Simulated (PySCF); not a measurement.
# C2H7OSi, SMILES `C[CH][SiH2]O` (C–C–Si–O torsion 134°, C–Si–O–H torsion -55°) (charge 0, multiplicity 2)

Calculation: PBE0-D4/def2-TZVP (PySCF).

- highest occupied spin orbital: -6.41 eV
- dipole moment: 2.19 D
- total energy: -444.9053 Ha
- cost: around 2.3 core-minutes (rough)

```xyz
11

C     -1.4724    -0.8484    -0.3821
C     -0.1485    -0.3713    -0.8577
Si     0.8225     0.9998    -0.1068
O      2.4153     0.6141     0.1044
H     -2.2501    -0.6839    -1.1399
H     -1.4655    -1.9300    -0.1956
H     -1.7926    -0.3503     0.5355
H      0.2377    -0.8646    -1.7491
H      0.1608     1.3469     1.1854
H      0.8680     2.2037    -0.9763
H      2.6029    -0.1799     0.6069
```
Charge 0, spin multiplicity 2.
